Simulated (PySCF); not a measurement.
Screening by computed properties: pick the candidate that meets the target.

Species are written as SMILES; each is one conformer at its optimised geometry, gas phase, non-relativistic unless stated; the electronic structure was computed with PySCF and density fitting.

Dipoles, sizes and rotational constants follow the conformer. The torsions of the flexible species, by atom-mapped SMILES:
- `[CH3:1][CH:2]([CH3:3])[n:4]1[n:5][n:6][cH:7][c:8]1[CH:9]=[O:10]`: C1–C2–N4–N5 35°, C7–C8–C9–O10 177°
- `[CH2:1]=[CH:2][CH2:3][PH:4][CH2:5][CH:6]([CH3:7])[CH3:8]`: C1–C2–C3–P4 -116°, C2–C3–P4–C5 166°, C3–P4–C5–C6 -168°, P4–C5–C6–C7 172°
- `[CH2:1]=[CH:2][P:3]([CH3:4])([CH3:5])([CH3:6])[CH:7]=[CH2:8]`: C1–C2–P3–C4 69°, C2–P3–C7–C8 -161°
- `[CH2:1]=[C:2]([CH3:3])[P@:4](=[O:5])([OH:6])[CH2:7][CH2:8][CH3:9]`: C1–C2–P4–O5 162°, C2–P4–C7–C8 -65°, P4–C7–C8–C9 -174°, H–O6–P4–C2 110°
- `[CH3:1]/[CH:2]=[CH:3]/[P+:4]([CH3:5])([CH3:6])[CH:7]([CH3:8])[CH3:9]`: C2–C3–P4–C5 -28°, C3–P4–C7–C8 52°
- `[CH2:1]=[CH:2][P:3]([CH2:4][CH3:5])[CH2:6][CH2:7][CH3:8]`: C1–C2–P3–C4 129°, C2–P3–C4–C5 177°, C2–P3–C6–C7 72°, P3–C6–C7–C8 180°

(1) Wanted: dipole moment above 2 D (PBE0/pcSseg-1) and HOMO energy below -6 eV (PBE0/pcSseg-1), at GFN2-xTB geometries. Which candidate meets both?
A. `C=C(C)[P@](=O)(O)CCC`
B. `C=CP(C)(C)(C)C=C`
C. `C=CCPCC(C)C`
D. `CC(C)N1N=NC=C1C=O`

(2) Wanted: HOMO–LUMO gap above 6 eV (PBE0/pcSseg-1) and smallest rotational constant below 0.7 GHz (GFN2-xTB), at GFN2-xTB geometries. Which candidate meets both?
A. `CC(C)CPCC=C`
B. `C/C=C/[P+](C)(C)C(C)C`
C. `C=CP(C)(C)(C)C=C`
D. `CC(C)n1nncc1C=O`
E. `C=CP(CC)CCC`

Results:

(1) A. Computed values:
```
             species  dipole moment  HOMO energy
    C=CP(C)(C)(C)C=C         0.28 D     -5.68 eV
         C=CCPCC(C)C         1.25 D     -6.78 eV
   CC(C)N1N=NC=C1C=O         1.43 D     -8.01 eV
C=C(C)[P@](=O)(O)CCC         2.55 D     -7.71 eV
```

(2) A. Computed values:
```
              species  HOMO–LUMO gap  smallest rotational constant
     C=CP(C)(C)(C)C=C        5.56 eV                     1.197 GHz
      CC(C)n1nncc1C=O        5.85 eV                     0.900 GHz
          C=CP(CC)CCC        6.53 eV                     0.757 GHz
          CC(C)CPCC=C        7.05 eV                     0.587 GHz
C/C=C/[P+](C)(C)C(C)C        7.19 eV                     0.833 GHz
```
